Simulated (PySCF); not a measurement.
B(Me)2(NH2) (C2H8BN), SMILES CB(C)N.

Geometry optimised at TPSSh-D3(BJ)/def2-SVP. The values are those of a single conformer.

Method: TDDFT-PBE/def2-SVPD run with PySCF.

Vertical excitations. The molecule is in vacuum. State labels are in the subgroup C2v.

Computed UV-visible absorptions:
```csv
state,symmetry,energy (eV),λ (nm),f,main pairs
S1,B2,6.49,191,0.015,HOMO→LUMO 100 %
S2,B1,6.80,182,0.037,HOMO−1→LUMO 100 %
S3,A2,7.27,171,0.000,HOMO−1→LUMO+1 99 %
S4,B2,7.70,161,0.021,HOMO→LUMO+2 100 %
S5,A2,7.77,160,0.000,HOMO→LUMO+3 100 %
S6,A1,7.78,159,0.024,"HOMO−2→LUMO 51 %, HOMO→LUMO+1 46 %"
S7,A1,7.95,156,0.286,"HOMO−2→LUMO 48 %, HOMO→LUMO+1 44 %"
S8,B1,8.01,155,0.010,HOMO−1→LUMO+2 100 %
S9,A1,8.20,151,0.038,HOMO−1→LUMO+3 94 %
S10,B2,8.46,147,0.015,HOMO−2→LUMO+1 97 %
T1,A1,6.15,202,0,HOMO→LUMO+1 99 %
T2,B2,6.30,197,0,HOMO→LUMO 99 %
T3,B1,6.69,185,0,HOMO−1→LUMO 100 %
T4,A2,6.78,183,0,HOMO−1→LUMO+1 99 %
```
Triplets are in the Tamm–Dancoff approximation, which puts them higher than full response would, so one can lie above its singlet here.
